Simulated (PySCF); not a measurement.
ClGeH5SSi, SMILES Cl[SiH2][S][GeH3]. Atoms are numbered in the order given.

```xyz
9

Si     1.6844     0.4590    -0.2035
Cl     1.5242     0.1936     1.8591
S      0.2589    -0.7324    -1.2577
Ge    -1.6269    -0.0105    -0.2320
H      3.0278     0.0123    -0.6459
H      1.4848     1.9098    -0.4504
H     -2.7538    -0.2511    -1.2499
H     -1.4739     1.4885     0.0852
H     -1.8616    -0.8217     1.0519
```
Charge 0, spin multiplicity 1.

Geometry optimised at B3LYP-D3(BJ)/def2-SVP. This is a generated structure with no PubChem entry under its InChIKey; it may be hypothetical. One conformer was computed; it need not be the lowest.

All values below come from PBE/pcSseg-1 (PySCF).

GIAO shieldings, no solvent; atoms alike by connectivity are averaged. δ = σ(ref) − σ: ²⁹Si against TMS (σ = 335.4 ppm); ³⁵Cl against HCl (σ = 936.5 ppm); ³³S against H2S (σ = 706.5 ppm); ⁷³Ge against GeH4 (σ = 1614.4 ppm); ¹H against TMS (σ = 31.49 ppm), references at their B3LYP-D3(BJ)/def2-TZVP geometries, non-relativistic (without spin–orbit terms, shifts of atoms bonded to Cl or Br come out too high).

```
nucleus       atoms  count  δ (ppm)
-------  ----------  -----  -------
²⁹Si            Si1      1      9.8
³⁵Cl            Cl2      1     47.0
³³S              S3      1      3.6
⁷³Ge            Ge4      1    192.4
¹H           H5, H6      2     6.19
¹H       H7, H8, H9      3     5.25
```
